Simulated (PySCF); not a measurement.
Geometry:
| atom | x (Å) | y (Å) | z (Å) |
| --- | --- | --- | --- |
| B1 | -1.877 | 0.357 | -0.380 |
| H2 | -2.376 | -0.455 | 0.380 |
| H3 | -2.677 | 1.009 | -1.020 |
| P4 | -0.760 | 1.496 | 0.728 |
| B5 | 0.722 | 0.676 | 1.678 |
| H6 | 1.416 | 1.514 | 2.220 |
| H7 | 0.221 | -0.136 | 2.436 |
| P8 | 1.743 | -0.365 | 0.394 |
| B9 | 0.776 | -1.625 | -0.726 |
| H10 | 1.502 | -2.117 | -1.567 |
| H11 | 0.269 | -2.425 | 0.041 |
| P12 | -0.705 | -0.668 | -1.542 |
| H13 | -0.307 | 2.616 | -0.019 |
| H14 | -1.584 | 2.162 | 1.665 |
| H15 | 2.761 | -1.063 | 1.084 |
| H16 | 2.546 | 0.489 | -0.407 |
| H17 | -0.238 | 0.141 | -2.611 |
| H18 | -1.490 | -1.589 | -2.276 |

A single conformation, non-relativistic Hamiltonian, equivalent nuclei averaged, in vacuum. Shielding tensors at KT2/pcSseg-1 (GIAO); geometry from PBE0-D3(BJ)/def2-SVP; PySCF 2.14.

References, each an isolated molecule treated in the same way: $^{1}$H (σ = 31.18 ppm) vs TMS; $^{11}$B (σ = 99.90 ppm) against BF3·OEt2; $^{31}$P (σ = 325.43 ppm) vs H3PO4.

| atoms | nucleus | count | δ (ppm) |
| --- | --- | --- | --- |
| B1/B5/B9 | $^{11}$B | 3 | ? |
| H2/H3/H6/H7/H10/H11 | $^{1}$H | 6 | 1.74 |
| H13/H14/H15/H16/H17/H18 | $^{1}$H | 6 | 3.95 |
| P4/P8/P12 | $^{31}$P | 3 | ? |

Question: Estimate the values marked ?.

Answer: 
- B1/B5/B9: -45.5 ppm, boron bonded to 2 P, 2 H
- P4/P8/P12: -137.1 ppm, phosphorus bonded to 2 B, 2 H

Hydrogens on boron are broadened and split by $^{11}$B (spin 3/2, 80 %) and 10B (spin 3). Experimental scales use liquid or dissolved standards, which lie at an offset from isolated H3PO4.
